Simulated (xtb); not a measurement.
Species: CH$_{5}$BSi, SMILES `B=[SiH]C` (charge 0, multiplicity 1).

**Question.** Give a relaxed geometry from GFN2-xTB (xtb).

**Answer.** the end point of this relaxation (outside a Z-matrix the atoms follow the SMILES, hydrogens last).
Bonded distances (Å): B1–Si2 1.815, B1–H4 1.155, Si2–C3 1.904, Si2–H5 1.469, C3–H6 1.087, C3–H7 1.088, C3–H8 1.088. Angles (°): Si2–B1–H4 161.5, B1–Si2–C3 122.2, B1–Si2–H5 130.7, C3–Si2–H5 106.2, Si2–C3–H6 110.2, Si2–C3–H7 111.6, Si2–C3–H8 111.9, H6–C3–H7 107.6, H6–C3–H8 107.7, H7–C3–H8 107.8.
